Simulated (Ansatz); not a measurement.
Basis sets compared for the cluster In9P8⁺. Charge 1, multiplicity 1. Geometry PBE-D4/def2-SVP. Ansatz on 2 threads of AMD EPYC 7R13 on a shared host and a share (18 GiB) of an NVIDIA H100 80GB HBM3; times are rough, and most runs start from earlier orbitals.

```csv
atom,x (Å),y (Å),z (Å)
In1,3.0044,-0.6103,-1.2112
In2,1.0355,2.3549,-4.4521
In3,-4.2087,3.0721,1.6342
In4,-1.5181,-1.3484,2.8948
In5,4.0998,0.3509,1.8978
In6,-2.4889,-1.0128,-0.7030
In7,-0.0119,0.9967,-1.1403
In8,1.3633,-3.8608,-0.7332
In9,-0.6823,-2.1438,-3.0893
P10,-3.0229,0.5683,1.4010
P11,0.5212,-1.2048,0.2683
P12,0.1236,1.9861,2.2289
P13,1.1422,-0.0551,2.1412
P14,1.8398,1.7145,0.8181
P15,1.2201,0.0076,-3.1768
P16,-0.8568,-2.8924,0.4925
P17,-1.5604,2.0775,0.7291
```

In the def2 sets In takes a core potential; there is no spin–orbit coupling. Single mean-field runs in def2-TZVP are fitted with def2-universal-jkfit. Another isomer (singlet) lies 1.03 eV lower at PBE0-D4/def2-TZVP; other spin states weren't run for this one.

```
           level  functions  energy (Eh)  HOMO (eV)  LUMO (eV)  wall time
 PBE-D4/def2-SVP        378   -4440.4067      -7.17      -6.08      5.5 s
PBE0-D4/def2-SVP        378   -4440.5639      -7.78      -5.57       13 s
```

Q: Estimate the rows for PBE-D4/def2-TZVP (with forces), PBE0-D4/def2-TZVP.

A: 
```csv
level,functions,energy (Eh),HOMO (eV),LUMO (eV),wall time
PBE-D4/def2-TZVP (with forces),746,-4441.3947,-7.13,-6.05,9.5 s
PBE0-D4/def2-TZVP,746,-4441.5355,-7.73,-5.53,11 s
```
